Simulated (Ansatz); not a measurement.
Harmonic frequencies (cm⁻¹) at PBE0-D4/def2-TZVP from Ansatz: 79, 124, 137, 149, 223, 500, 544, 560, 603, 631, 640, 842, 880, 1141, 1931, 2618, 2729, 3890.

Each molecule was computed in one conformer, which needn't be the lowest.

Question: Which molecule is it?
A. `O[SiH2]CBr`
B. `[BH2][SnH]([OH])[F]`
C. `BB1C=C1`
D. `O[BH][SnH2][F]`

Answer: B.
